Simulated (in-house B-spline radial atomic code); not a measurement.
Binding energies in Pr VII (Pr6+)

NIST's tabulated ground configuration is [Kr] 4d10 4f1 5s2 5p4; each binding energy is the energy of the ion with one electron taken from that subshell, relaxed, less that of the parent. Method: Dirac-Hartree-Fock, average of configuration, Fermi nucleus of rms radius 4.8919 fm. Calculated with a radial B-spline atomic code at the basis-set limit. Energies include first-order Breit, QED and recoil terms.

| subshell | X-ray name | binding energy (eV) | -ε (eV) | relaxation (eV) |
| --- | --- | --- | --- | --- |
| 1s | K | 42081.3 | 42314.9 | 68.5 |
| 2s | L1 | 6934.9 | 6989.0 | 35.8 |
| 3s | M1 | 1605.3 | 1623.6 | 15.0 |
| 3d3/2 | M4 | 1046.8 | 1064.6 | 16.9 |
| 3d5/2 | M5 | 1026.7 | 1043.8 | 16.6 |
| 4s | N1 | 405.5 | 410.8 | 4.6 |
| 4d3/2 | N4 | 208.5 | 212.4 | 3.8 |
| 4d5/2 | N5 | 204.8 | 208.5 | 3.7 |
| 5s | O1 | 117.7 | 118.3 | 0.5 |
| 5p | O2,3 | 94.7 | 95.19 | 0.43 |
| 4f | N6,7 | 88.61 | 90.96 | 2.49 |

Relaxation = -ε minus the binding energy without Breit, QED and recoil terms.

(1) What does it cost to remove both a 1s and a 3d3/2 electron?

(2) What does it cost to remove two 3d5/2 electrons?

(3) What does it cost to remove both a 1s and a 3d5/2 electron?

Results:

(1) 43210 eV, which is 82.32 eV more than the two single binding energies together.

(2) 2117.8 eV, which is 64.41 eV more than the two single binding energies together.

(3) 43188 eV, which is 80.46 eV more than the two single binding energies together.
